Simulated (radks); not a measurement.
Values are calculated unless marked as measured or tabulated.
Problem. All-electron atom: the germanium ion Ge2+ in [Ar] 3d10 4s2 (the NIST ground configuration). Code: a radial shooting solver on a logarithmic mesh with Libxc functionals. Model: scalar-relativistic Kohn-Sham, exchange-only r2SCAN, spin-polarised, spherical densities, finite nucleus; meta-GGA in the generalised Kohn-Sham scheme; Fermi nuclear charge, rms radius 4.0742 fm. Some entries of the table are withheld. Estimate them.

orbital  occ.  eigenvalue (eV)  <1/r> (bohr^-1)
1s          2        -11012.51            32.38
2s          2        -1403.604            7.125
2p          6        -1226.760            6.968
3s          2        -193.1373            2.285
3p          6        -138.1611            2.128
3d         10         -48.7250              (1)
4s          2              (2)           0.6644
4p          0         -18.5370           0.5629

Solution. 
(1) 3d <1/r> (bohr^-1): 1.785
(2) 4s eigenvalue (eV): -28.5725
